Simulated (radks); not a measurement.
The numbers below are computed, except where a source is named.
Q: Valence configurations of the osmium ion Os2+ (all share [Xe]). Level of theory: scalar-relativistic Kohn-Sham, PBE, spin-unpolarised, spherical densities, point nucleus (a radial shooting solver on a logarithmic mesh with Libxc functionals). Order these by energy: 4f14 5d5 6s1; 4f13 5d6 6p1; 4f12.5 5d6.5 6p1; 4f14 5d5 6p1; 4f13.5 5d6.5; 4f13 5d7; 4f13 5d6 6s1; 4f11 5d7 6p2; 4f14 5d5.5 6s0.5; 4f14 5d6.

A: From the lowest, in eV above it: 4f14 5d6 0.000; 4f14 5d5.5 6s0.5 1.194; 4f14 5d5 6s1 2.651; 4f14 5d5 6p1 10.161; 4f13.5 5d6.5 24.225; 4f13 5d7 50.680; 4f13 5d6 6s1 54.471; 4f13 5d6 6p1 62.183; 4f12.5 5d6.5 6p1 91.594; 4f11 5d7 6p2 210.73. NIST lists [Xe] 4f14 5d6 as the ground configuration; this level of theory agrees among the configurations tried. The energies are those of spherical spin-averaged densities, not of single terms.
